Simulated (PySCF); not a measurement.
# Computed properties of C₄H₆, SMILES C#CCC

C4H6, SMILES C#CCC. Coordinates come from a B3LYP-D3(BJ)/def2-SVP optimisation. One conformer was computed; it need not be the lowest. All values are computed for the isolated molecule unless a solvent is named; none is compared with measurement here.

**Structure.** The optimised structure has Cs symmetry. All 24 harmonic modes at B3LYP-D3(BJ)/def2-SVP (PySCF) are real, so it is a minimum. With heavy atoms numbered as in [CH:1]#[C:2][CH2:3][CH3:4], the shortest bond between them is C1–C2 at 1.211 Å and the longest C3–C4 at 1.536 Å.

**Vibrations.** The strongest infrared lines (harmonic, unscaled, degenerate partners summed) lie at 3472 cm⁻¹ (66 km/mol, H 86 %, C 14 %), 689 cm⁻¹ (40 km/mol, H 78 %, C 22 %), 698 cm⁻¹ (36 km/mol, H 76 %, C 24 %). The softest mode is at 204 cm⁻¹ and the zero-point energy is 53.0 kcal/mol.

**Electronic structure.** ωB97X/def2-TZVP (PySCF) places the frontier levels at -10.06 and 2.98 eV, a gap of 13.04 eV, and gives a dipole moment of 0.82 D and a mean polarisability of 45.9 bohr³. PBE/def2-TZVP (PySCF) at the same geometry gives -6.41 and -0.03 eV, so its gap is 6.66 eV narrower. An orbital gap is neither the optical nor the fundamental gap.

**Excitations.** TDA-CAM-B3LYP/def2-SVPD (PySCF) has S1 at 6.53 eV (190 nm, f = 0.000, dark); the most intense of the 10 singlets computed lies at 9.12 eV (f = 0.06). T1 (TDA) is at 5.35 eV, 1.18 eV under S1. TDA-PBE/def2-SVPD (PySCF) puts S1 at 6.32 eV. No vertical singlet excitation falls in the visible range (under 3.1 eV).

**NMR.** GIAO shifts at KT2/pcSseg-1 (PySCF) (non-relativistic, atoms alike by connectivity averaged): ¹³C from 18.9 to 82.2 ppm against TMS; ¹H from 1.4 to 2.6 ppm against TMS.

**Solvation.** SMD-PBE0/6-31G* (PySCF) gives -0.5 kcal/mol in water, -3.5 kcal/mol in tetrahydrofuran, -3.7 kcal/mol in diethylether (1 M in both phases, gas-phase geometry); of these solvents diethylether holds the molecule best.
